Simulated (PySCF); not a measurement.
PySCF 2.14 output of a UHF calculation on a single atom or ion in aug-cc-pVQZ-DK (6s5p4d3f2g, 80 functions), with scalar relativity by spin-free X2C-1e:

```
SCF conv_tol = 1e-09
number electrons alpha = 5  beta = 2
cycle= 1 E= -97.699588566258  delta_E= -4.23e-12  |g|= 5.54e-07  |ddm|= 4.54e-06
converged SCF energy = -97.699588566258  <S^2> = 3.753892  2S+1 = 4.0019455
```

The run itself started from symmetry-adapted Hartree-Fock orbitals and held the occupation by maximum overlap, so the iterations belong to that start.

Question: Which element, charge and spin multiplicity is this?

Answer: F²⁺ (fluorine, charge +2), multiplicity 4; the state was [He] 2s2 2p3, high-spin 4S determinant.
